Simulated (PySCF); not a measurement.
# One reaction down a group: F, Cl, Br, I

The same gas-phase reaction for F, Cl, Br, I:
- Ca + HF → CaF + H
- Ca + HCl → CaCl + H
- Ca + HBr → CaBr + H
- Ca + HI → CaI + H

Computed with PySCF and rigid-rotor harmonic-oscillator thermochemistry at 1 bar. † marks an energy on the PBE0/def2-TZVP geometry and frequencies. CCSD(T) freezes the core. Open shells (unrestricted): CaF (multiplicity 2), H (multiplicity 2), CaCl (multiplicity 2), CaBr (multiplicity 2), CaI (multiplicity 2); the rest are closed-shell singlets. B3LYP is the form with VWN-RPA correlation. For Ca the outer core is correlated in a valence basis, which is rough. I: scalar-relativistic def2 core potential, no spin-orbit coupling. Br: all electrons, no relativistic terms. CCSD(T) isn't extrapolated to the basis-set limit. The harmonic model lacks anharmonicity and excited electronic states, which grow with temperature; levels with a mode under 35 cm⁻¹ are left out.

ΔH°(298 K) in kJ, by level:

| level | F | Cl | Br | I |
|---|---|---|---|---|
| ωB97M-V/def2-TZVP† | 35.1 | 28.7 | 21.6 | 29.2 |
| CCSD(T)/def2-TZVPP† | 69.2 | 50.9 | 41.0 | 47.7 |
| LDA/def2-TZVP† | 8.9 | 16.0 | 12.7 | 21.4 |
| B3LYP/def2-TZVP† | 17.0 | 18.1 | 13.9 | 24.4 |
| M06-2X/def2-TZVP† | 47.5 | 23.5 | 9.7 | 8.9 |

At ωB97M-V/def2-TZVP†, ΔH° is not monotonic: it is lowest for Br and highest for F, over a range of 13.5 kJ; the steps are -6.4, -7.1, +7.6 kJ. 1 of the 5 levels shown give the same order; CCSD(T)/def2-TZVPP†, LDA/def2-TZVP†, B3LYP/def2-TZVP†, M06-2X/def2-TZVP† order the members differently. The levels scatter most for F (60.3 kJ between the highest and the lowest) and least for Br (31.3 kJ). ΔS°(298 K) runs from 14.2 to 15.1 J/K, so TΔS° at 298 K spreads over 0.3 kJ among the members, against 13.5 kJ for ΔH°.

Free energies at ωB97M-V/def2-TZVP†:

| member | ΔS°(298 K), J/K | ΔG°(298 K), kJ | ΔG°(2000 K), kJ | ΔG° changes sign |
|---|---|---|---|---|
| F | 15.1 | 31 | -8 | 1600 to 1800 K |
| Cl | 14.4 | 24 | -14 | 1400 to 1600 K |
| Br | 14.2 | 17 | -21 | 1000 to 1200 K |
| I | 14.3 | 25 | -13 | 1400 to 1600 K |

The NASA 1993 table, where it holds all species, gives ΔH°(298 K) = 41 kJ for F, 28 kJ for Cl, 27 kJ for Br, 9 kJ for I; its entries are part measured, part old estimates, and weren't checked at source. After a fit of one offset per element over all species, the range-separated, M06-2X, PBE0/def2-QZVP and CCSD(T)/def2-TZVPP enthalpies, where run, lie to one side of the table for CaI (+16 kJ/mol): a fault of the table's entry, another state or a shared error of the levels is possible; this was not checked at source.
